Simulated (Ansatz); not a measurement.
C2H7BO2, SMILES `BC(O)OC`. Charge 0, multiplicity 1. Geometry: relaxed with PBE0-D4/def2-TZVP. It is one conformer, not always the lowest.

```xyz
12

B     1.364   -1.296    0.052
C     0.286   -0.287   -0.407
O     1.141    0.131    0.854
O    -1.004   -0.409   -0.077
C    -1.734    0.803   -0.027
H     1.039   -2.205    0.754
H     2.415   -1.305   -0.524
H     0.477    0.479   -1.165
H     1.816    0.762    0.580
H    -2.783    0.541    0.100
H    -1.407    1.416    0.818
H    -1.611    1.369   -0.958
```

Q: What is the dipole moment at B3LYP/def2-TZVPP? (Estimate.)

A: Computed: 3.86 D, with components (-0.53, 3.72, -0.91) D in this frame, pointing from negative to positive charge.

Q: And with PBE, r2SCAN, ωB97M-V? (Estimate.)

A: Ansatz gave: PBE 3.84 D, r2SCAN 3.86 D, ωB97M-V 3.89 D.

Q: Give the Mulliken charges with B3LYP, PBE, ωB97M-V in def2-TZVPP. (Best estimate.)

A: Ansatz gave: 
```tsv
atom	B3LYP	PBE	ωB97M-V
B1	-0.16	-0.19	-0.26
C2	0.17	0.13	0.12
O3	-0.24	-0.17	-0.20
O4	-0.26	-0.19	-0.25
C5	-0.14	-0.16	-0.19
H6	0.01	-0.01	0.05
H7	0.00	-0.02	0.05
H8	0.10	0.08	0.12
H9	0.20	0.21	0.20
H10	0.12	0.12	0.13
H11	0.11	0.11	0.13
H12	0.09	0.09	0.11
```

B3LYP here is the variant with VWN-RPA as its local correlation; programs differ in this.
